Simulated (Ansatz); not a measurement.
One change: `CBOCN` becomes `BOCN`.

Ansatz, PBE0-D4/def2-TZVP geometries, multiplicity 1. Each molecule was computed in one conformer, which needn't be the lowest.

```csv
property,`CBOCN`
size of the dipole moment (PBE/def2-TZVPP) / D,2.10
size of the dipole moment (ωB97M-V/def2-TZVPP) / D,2.15
HOMO–LUMO gap (PBE0/def2-TZVPP) / eV,7.76
LUMO energy (PBE0/def2-TZVPP) / eV,0.35
LUMO energy (ωB97M-V/def2-TZVPP) / eV,2.15
HOMO energy (B3LYP/def2-TZVPP) / eV,-7.18
```

Question: Give the same properties after the change, and the shifts. (Best estimate.)

Answer: The calculation gave: 
```tsv
property	`BOCN`	shift
size of the dipole moment (PBE/def2-TZVPP) / D	1.07	-1.03
size of the dipole moment (ωB97M-V/def2-TZVPP) / D	0.90	-1.25
HOMO–LUMO gap (PBE0/def2-TZVPP) / eV	7.40	-0.36
LUMO energy (PBE0/def2-TZVPP) / eV	-0.35	-0.70
LUMO energy (ωB97M-V/def2-TZVPP) / eV	1.46	-0.69
HOMO energy (B3LYP/def2-TZVPP) / eV	-7.50	-0.32
```

With PBE0 the HOMO falls by 0.33 eV and the LUMO falls by 0.70 eV, so the gap narrows by about 0.37 eV. PBE moves the HOMO by -0.36 eV and ωB97M-V by -0.31 eV. Dipoles are sizes alone; their direction can turn.

B3LYP here is the variant with VWN-RPA as its local correlation; programs differ in this.
